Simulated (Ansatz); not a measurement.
Job for Ansatz (a quantum-chemistry and plane-wave program): R-B3LYP/def2-TZVPP on CH8N2OZr (SMILES [CH3][Zr]([NH2])([NH2])[OH]), atoms moved off the minimum. Elements past Kr take the def2 small-core potentials; no spin–orbit coupling.

Ansatz 0.2 input:
```yaml
crystal:
  periodic: [false, false, false]
  atoms:
    - {symbol: Zr, position_ang: [0.14313256, 0.14060696, 0.03817657]}
    - {symbol: O, position_ang: [1.60887618, -0.71135167, -1.02538449]}
    - {symbol: H, position_ang: [2.53197033, -0.66380197, -1.17256919]}
    - {symbol: N, position_ang: [0.44231331, 0.54347987, 1.98806306]}
    - {symbol: H, position_ang: [0.94387959, -0.09357563, 2.67121100]}
    - {symbol: H, position_ang: [0.09862030, 1.47003806, 2.40355284]}
    - {symbol: N, position_ang: [-0.80853110, 1.59510220, -0.93585219]}
    - {symbol: H, position_ang: [-1.85596944, 1.92832383, -0.71134521]}
    - {symbol: H, position_ang: [-0.58285614, 2.14167637, -1.66384883]}
    - {symbol: C, position_ang: [-1.26066255, -1.67641545, 0.16577217]}
    - {symbol: H, position_ang: [-1.54465205, -2.11469949, -1.01173138]}
    - {symbol: H, position_ang: [-2.36405746, -1.37272292, 0.55004090]}
    - {symbol: H, position_ang: [-0.91329071, -2.57157137, 0.70144708]}
basis:
  gaussian:
    orbitals: def2-TZVPP
hamiltonian:
  xc: {name: B3LYP}
scf: {lower_state_search: off}
output: {forces: true}
```

Output:

```
WARN ansatz: RAYON_NUM_THREADS=8 ignored (pool sized by the plan → 8); use --threads N
Functional definition: B3LYP
these checks for a lower state are left out or cut short: stability, starts, cluster_reference, orbital_swaps, neighbouring_geometries, increment
integrals: 0.23 GiB planned
1459 factors; their error is unknown
0.33 GiB of the device are held for the grids
1.60 GiB of device memory are held for the factors and their scratch space
mean field: 1.62 GiB planned
mean field evaluation 1: about -7452.1270 eV, gradient 1.2e2 eV
mean field evaluation 2: about -7349.7931 eV, gradient 2.4e2 eV
mean field evaluation 4: about -7480.5367 eV, gradient 2.0e1 eV
mean field evaluation 8: about -7481.3831 eV, gradient 1.7e-1 eV
mean field evaluation 16: about -7481.4004 eV, gradient 2.9e-4 eV
mean field -7481.40035076 eV, -274.9363918153 hartree, gradient 9.2e-6 eV, S^2 0.000000; 0 other end points of the search recorded, 0 dependent functions left out
the calculation of the forces begins
reference -7481.40072063 eV, -274.9364054076 hartree; 24, 24 occupied and 268, 268 virtual orbitals, 1459 factors
Total energy: -7481.40072063 eV, -274.9364054076 hartree
Atom 0 at     0.143133     0.140607     0.038177 Å, force     0.505413    -2.678340    -0.879147 eV/Å
Atom 1 at     1.608876    -0.711352    -1.025384 Å, force    -1.481309     0.700482     0.724874 eV/Å
Atom 2 at     2.531970    -0.663802    -1.172569 Å, force     1.152453    -0.046447    -0.186939 eV/Å
Atom 3 at     0.442313     0.543480     1.988063 Å, force     0.259597     1.028541     1.962144 eV/Å
Atom 4 at     0.943880    -0.093576     2.671211 Å, force    -0.976865     1.502868    -0.873324 eV/Å
Atom 5 at     0.098620     1.470038     2.403553 Å, force     0.933887    -2.096967    -0.304606 eV/Å
Atom 6 at    -0.808531     1.595102    -0.935852 Å, force    -4.816586    -0.077897     3.228871 eV/Å
Atom 7 at    -1.855969     1.928324    -0.711345 Å, force     2.998102    -1.189574    -0.352508 eV/Å
Atom 8 at    -0.582856     2.141676    -1.663849 Å, force     1.297141     2.270761    -3.348018 eV/Å
Atom 9 at    -1.260663    -1.676415     0.165772 Å, force    -3.093454    -0.255608    -2.539393 eV/Å
Atom 10 at    -1.544652    -2.114699    -1.011731 Å, force     0.964454     1.265517     3.075251 eV/Å
Atom 11 at    -2.364057    -1.372723     0.550041 Å, force     2.415087    -0.747718    -0.547271 eV/Å
Atom 12 at    -0.913291    -2.571571     0.701447 Å, force    -0.157920     0.324382     0.040067 eV/Å
Dipole moment:     0.210026     0.579164     0.170162 e Å
Checks for a lower state left out: stability, starts, cluster_reference, orbital_swaps, neighbouring_geometries, increment
```

The calculation finished and met its thresholds.
